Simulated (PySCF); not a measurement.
Input of a response calculation (the driver script's job line, then coordinates in Å):

```
{"job": {"kind": "uv", "xc": "CAM-B3LYP", "basis": "def2-SVPD", "nstates": 8, "ntriplets": 3}, "charge": 0, "multiplicity": 1}
C     -1.916263    -0.305365    -0.737778
C     -1.566078     0.663477     0.097072
Si    -0.207654     0.523312     1.393862
Se     1.120080    -1.336679     0.904447
C      2.021191    -0.539721    -0.622427
F      1.187086    -0.308274    -1.641559
F      2.979363    -1.344099    -1.064781
F      2.586262     0.633737    -0.320886
H     -1.420979    -1.265105    -0.734386
H     -2.704303    -0.187557    -1.464334
H     -2.092313     1.609203     0.052885
H     -0.690010     0.187255     2.731235
H      0.699228     1.670304     1.388923
```

Method used: PySCF, TDDFT CAM-B3LYP/def2-SVPD, vertical, gas phase, core orbitals frozen in the response. Job line and output are in the format of a driver script around the code.

(1) What does the script print for it?

## Answers

(1) 
```
coarse grid: 57544 points
cycle   1  E = -3107.0369847788  dE =  2.119e-01  |g| = 9.622e-01  |ddm| = 4.789e+00
cycle   2  E = -3106.9534549051  dE =  8.353e-02  |g| = 1.264e+00  |ddm| = 1.876e+00
cycle   3  E = -3107.2227228688  dE = -2.693e-01  |g| = 6.433e-02  |ddm| = 1.041e+00
cycle   4  E = -3107.2235654364  dE = -8.426e-04  |g| = 2.719e-02  |ddm| = 1.493e-01
cycle   5  E = -3107.2237465301  dE = -1.811e-04  |g| = 6.603e-03  |ddm| = 4.666e-02
cycle   6  E = -3107.2237568840  dE = -1.035e-05  |g| = 1.479e-03  |ddm| = 1.133e-02
cycle   7  E = -3107.2237575511  dE = -6.672e-07  |g| = 4.816e-04  |ddm| = 4.047e-03
final grid: 120296 points
cycle   8  E = -3107.2237325916  dE = -9.633e-08  |g| = 4.420e-04  |ddm| = 5.405e-03
cycle   9  E = -3107.2237325880  dE =  3.593e-09  |g| = 5.065e-04  |ddm| = 1.114e-03
cycle  10  E = -3107.2237326291  dE = -4.114e-08  |g| = 4.347e-05  |ddm| = 4.157e-04
cycle  11  E = -3107.2237326296  dE = -4.229e-10  |g| = 1.536e-05  |ddm| = 7.254e-05
converged SCF energy = -3107.2237326296

Static polarisability (au): isotropic 91.683, principal 80.399 94.279 100.371

Singlet excitations
state   eV       nm        f      main configurations
  1   5.1115    242.6   0.00251   H->L+1 0.87
  2   5.8240    212.9   0.01452   H->L 0.83, H->L+2 0.10
  3   6.4122    193.4   0.00227   H->L+2 0.77, H->L 0.08
  4   6.8635    180.6   0.09648   H-1->L 0.66, H-2->L 0.09
  5   6.9191    179.2   0.04371   H-1->L 0.24, H-2->L 0.24, H-3->L 0.24
  6   7.0154    176.7   0.00116   H-2->L+1 0.47, H-1->L+1 0.11
  7   7.2082    172.0   0.05999   H->L+3 0.55, H->L+4 0.10
  8   7.3658    168.3   0.01329   H->L+4 0.42, H-2->L+1 0.08

Triplet excitations (Tamm-Dancoff, eV): 4.2522 4.5651 5.4401
```

One conformer (not necessarily the lowest) at the GFN2-xTB geometry, without solvent, vibrations or thermal averaging. Relativistic effects, spin–orbit coupling among them, are left out although an element past zinc is present.

The SCF starts on a coarse grid; the energy jumps when the final grid takes over, and dE counts afresh there. H and L stand for HOMO and LUMO.

Conformer computed: `[CH2:1]=[CH:2][SiH2:3][Se:4][C:5]([F:6])([F:7])[F:8]`: C1–C2–Si3–Se4 16°, C2–Si3–Se4–C5 73°, Si3–Se4–C5–F6 -66°.
